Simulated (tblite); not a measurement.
Compound: C2H13BN2Si2.
Numbering: `[CH3:1][NH:2][Si@@H:3]([BH:4][NH2:5])[CH2:6][SiH3:7]` (hydrogens: H8, H9, H10 on C1; H11 on N2; H12 on Si3; H13 on B4; H14, H15 on N5; H16, H17 on C6; H18, H19, H20 on Si7)

Computed with GFN2-xTB (tblite), gas phase: L-BFGS steps from a force-field or distance-geometry start until the largest atomic force falls under 0.01 eV/Å.

Step 11: E = -583.7983 eV
```
atom  x, y, z in Å  |  force x, y, z in eV/Å
C1     -0.5222    2.1435   -0.2774   -0.077  -0.053   0.099
N2     -0.8014    1.4319    0.9588    0.022  -0.206  -0.019
Si3    -0.4117   -0.2613    1.2448    0.090  -0.104  -0.025
B4     -1.6287   -1.5460    0.3622   -0.013   0.160   0.032
N5     -1.5648   -1.8257   -0.9893   -0.127   0.077   0.042
C6      1.4161   -0.7044    0.7972   -0.115   0.047   0.018
Si7     2.1454    0.0093   -0.7896   -0.073  -0.060  -0.004
H8     -0.6541    1.5275   -1.1751    0.032   0.031   0.060
H9      0.5052    2.5145   -0.2578   -0.058  -0.109  -0.020
H10    -1.1820    3.0025   -0.3724   -0.040   0.090   0.034
H11    -1.7344    1.6388    1.2911    0.109   0.067  -0.010
H12    -0.4654   -0.3091    2.7320    0.002   0.110  -0.067
H13    -2.5034   -2.0659    0.9587   -0.017  -0.051  -0.074
H14    -2.2379   -2.4019   -1.4687    0.038  -0.097  -0.026
H15    -0.8871   -1.4347   -1.6230    0.075   0.007   0.025
H16     2.0773   -0.4676    1.6297   -0.044   0.065  -0.012
H17     1.4339   -1.7938    0.7098    0.030   0.027   0.032
H18     1.1360   -0.0254   -1.8618    0.035  -0.005  -0.066
H19     2.6055    1.3839   -0.6136    0.050   0.039  -0.006
H20     3.2686   -0.8057   -1.2586    0.082  -0.035  -0.014
```

Step 12: E = -583.8042 eV
```
atom  x, y, z in Å  |  force x, y, z in eV/Å
C1     -0.5238    2.1411   -0.2740   -0.070   0.003   0.066
N2     -0.8007    1.4248    0.9596   -0.011  -0.153  -0.045
Si3    -0.4166   -0.2699    1.2440    0.176   0.017   0.044
B4     -1.6297   -1.5499    0.3649   -0.043   0.153  -0.043
N5     -1.5678   -1.8254   -0.9865   -0.044   0.092  -0.073
C6      1.4143   -0.7029    0.7968   -0.067   0.004   0.036
Si7     2.1463    0.0077   -0.7918   -0.074  -0.052   0.018
H8     -0.6565    1.5290   -1.1733    0.019   0.010   0.039
H9      0.5038    2.5122   -0.2586   -0.049  -0.115  -0.001
H10    -1.1812    3.0044   -0.3688   -0.022   0.030   0.059
H11    -1.7303    1.6419    1.2955    0.116   0.039   0.008
H12    -0.4638   -0.2957    2.7329   -0.007   0.071  -0.080
H13    -2.5104   -2.0645    0.9480   -0.074  -0.103   0.016
H14    -2.2328   -2.4069   -1.4706    0.010  -0.090  -0.005
H15    -0.8912   -1.4309   -1.6215    0.059  -0.012   0.066
H16     2.0784   -0.4616    1.6286   -0.099   0.052  -0.055
H17     1.4366   -1.7940    0.7131    0.036   0.065   0.031
H18     1.1404   -0.0255   -1.8668    0.027  -0.007  -0.068
H19     2.6080    1.3823   -0.6152    0.044   0.033  -0.007
H20     3.2719   -0.8055   -1.2593    0.073  -0.037  -0.009
```

Step 13: E = -583.8101 eV
```
atom  x, y, z in Å  |  force x, y, z in eV/Å
C1     -0.5262    2.1383   -0.2697   -0.047   0.048   0.007
N2     -0.8006    1.4151    0.9591   -0.033  -0.051  -0.067
Si3    -0.4179   -0.2777    1.2437    0.168   0.101   0.084
B4     -1.6308   -1.5512    0.3667   -0.099   0.104  -0.129
N5     -1.5728   -1.8203   -0.9867   -0.058   0.026  -0.034
C6      1.4114   -0.7013    0.7968    0.011  -0.029   0.022
Si7     2.1457    0.0053   -0.7935   -0.030  -0.022   0.018
H8     -0.6586    1.5307   -1.1711   -0.003  -0.007   0.013
H9      0.5016    2.5082   -0.2592   -0.027  -0.109   0.022
H10    -1.1806    3.0062   -0.3638   -0.008  -0.029   0.084
H11    -1.7245    1.6456    1.3000    0.101   0.002   0.043
H12    -0.4625   -0.2822    2.7315   -0.010   0.032  -0.056
H13    -2.5173   -2.0647    0.9384   -0.089  -0.118   0.072
H14    -2.2273   -2.4139   -1.4718    0.007  -0.049   0.016
H15    -0.8935   -1.4290   -1.6175    0.114   0.023   0.007
H16     2.0771   -0.4547    1.6269   -0.121   0.047  -0.069
H17     1.4395   -1.7929    0.7166    0.039   0.070   0.032
H18     1.1448   -0.0258   -1.8728    0.020  -0.011  -0.064
H19     2.6111    1.3810   -0.6167    0.027  -0.002  -0.010
H20     3.2762   -0.8060   -1.2598    0.037  -0.024   0.009
```

**Question.** Estimate the geometry and energy of step 14. (The exact step hangs on the optimiser's Hessian estimate; all steps are aligned on step 13, rigid shifts and turns removed.)

**Answer.** E = -583.8152 eV, largest force 0.198 eV/Å
```
atom  x, y, z in Å  |  force x, y, z in eV/Å
C1     -0.5290    2.1362   -0.2659   -0.013   0.056  -0.051
N2     -0.8009    1.4058    0.9573   -0.033   0.046  -0.066
Si3    -0.4160   -0.2829    1.2450    0.063   0.113   0.060
B4     -1.6342   -1.5508    0.3666   -0.150   0.052  -0.119
N5     -1.5779   -1.8168   -0.9874    0.023   0.034  -0.060
C6      1.4088   -0.7001    0.7968    0.076  -0.036  -0.019
Si7     2.1448    0.0026   -0.7947    0.027   0.011  -0.009
H8     -0.6608    1.5322   -1.1687   -0.030  -0.018  -0.019
H9      0.4994    2.5025   -0.2592    0.006  -0.085   0.039
H10    -1.1804    3.0075   -0.3576   -0.005  -0.061   0.096
H11    -1.7174    1.6489    1.3053    0.064  -0.025   0.081
H12    -0.4614   -0.2687    2.7299   -0.008  -0.002  -0.010
H13    -2.5263   -2.0672    0.9307   -0.048  -0.090   0.083
H14    -2.2223   -2.4211   -1.4729   -0.002  -0.021   0.018
H15    -0.8935   -1.4258   -1.6147    0.075   0.000   0.020
H16     2.0741   -0.4474    1.6241   -0.099   0.052  -0.041
H17     1.4431   -1.7909    0.7206    0.037   0.038   0.029
H18     1.1495   -0.0263   -1.8796    0.019  -0.015  -0.051
H19     2.6144    1.3798   -0.6184    0.006  -0.042  -0.013
H20     3.2808   -0.8068   -1.2602   -0.008  -0.006   0.030
```

The energy changes by -0.0050 eV. The first-order estimate −F·Δx gives -0.0072 eV and the mean of the old and new forces, exact on a quadratic surface, -0.0050 eV. The step makes an angle of 62° with the force vector and moves no atom by more than 0.014 Å.

What follows is the cost of the whole relaxation. Hardware: Arm Neoverse N1, one thread, shared host with 64 logical CPUs at a one-minute load of 56. Cost: 4.0 s.
